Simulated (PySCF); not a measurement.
Simulated absorption spectrum

CH5B3Cl2.
SMILES: `BCBB(Cl)Cl`

Computed, not measured: TDDFT CAM-B3LYP/def2-SVPD, vertical, gas phase, core orbitals frozen in the response (PySCF). Geometry: PBE0-D3(BJ)/def2-SVP, one conformer, isolated molecule. Torsions of this conformer, `[BH2:1][CH2:2][BH:3][B:4]([Cl:5])[Cl:6]`: B1–C2–B3–B4 -103°, C2–B3–B4–Cl5 82°.

Computed states:

| state | E (eV) | f |
| --- | --- | --- |
| S1 | 4.82 | 0.0066 |
| S2 | 5.28 | 0.0033 |
| S3 | 5.47 | 0.011 |
| S4 | 5.90 | 0.012 |
| S5 | 6.17 | 0.0016 |
| S6 | 6.44 | 0.0015 |
| S7 | 6.82 | 0.021 |
| S8 | 6.88 | 0.020 |
| S9 | 6.99 | 0.053 |
| S10 | 7.28 | 0.069 |

Broadening: Gaussians 0.3 eV wide at half height, area fixed by f = 4.319×10⁻⁹ ∫ε dν̃. The width is an assumption, not a result. The curve ends short of the highest state used, and states not computed would add to its high-energy end.

Problem. What does the envelope look like, and where are its maxima?

Solution. 
```tsv
E (eV)	ε (L mol⁻¹ cm⁻¹)
4.37	1
4.41	3
4.45	9
4.50	26
4.54	54
4.58	101
4.62	174
4.66	270
4.71	409
4.75	509
4.79	574
4.83	587
4.87	545
4.92	435
4.96	332
5.00	241
5.04	183
5.08	166
5.13	204
5.17	277
5.21	381
5.25	513
5.29	664
5.34	864
5.38	1008
5.42	1106
5.46	1131
5.50	1072
5.55	901
5.59	731
5.63	585
5.67	506
5.71	514
5.76	642
5.80	800
5.84	953
5.88	1051
5.93	1052
5.97	955
6.01	801
6.05	630
6.09	477
6.14	334
6.18	260
6.22	214
6.26	186
6.30	172
6.35	167
6.39	169
6.43	176
6.47	195
6.51	247
6.56	411
6.60	684
6.64	1140
6.68	1814
```

Maxima: 257 nm (4.82 eV), ε about 590, made up of S1 (100%); 227 nm (5.45 eV), ε about 1100, made up of S2 (10%) and S3 (89%); 210 nm (5.91 eV), ε about 1100, made up of S4 (98%) (ε in L mol⁻¹ cm⁻¹; maxima over ε = 5, shares over 10%). At its high-energy end, 6.68 eV, the curve is still rising (ε about 1800, from S7, S8 and S9).

Problem. Coming from long wavelengths, where does ε first pass 100 L mol⁻¹ cm⁻¹?

Solution. At about 271 nm (4.58 eV), 0.24 eV below S1.

Problem. What would ε be at 5.45 eV, the highest of these maxima, with half the width (0.15 eV)?

Solution. About 1950 L mol⁻¹ cm⁻¹ against 1130, a factor of about 1.7; a lone state at its own centre would give exactly 2.

Problem. On this curve, what absorbance would a 10⁻⁵ mol/L sample give at 266 nm over a 1 cm path?

Solution. 266 nm is 4.661 eV, where ε is about 270 L mol⁻¹ cm⁻¹, so A = ε c l ≈ 0.0027 (Beer–Lambert, with the gas-phase spectrum and the assumed width).

The vertical ionisation energy (ΔSCF) is 10.47 eV, 3.18 eV above S10.

The run took 2.9 min of wall time (with the writing of density and orbital grids) on one thread of an Arm Neoverse V2, no GPU, shared host with 96 logical CPUs at a one-minute load of 84, and the process peaked at 0.96 GiB of memory.
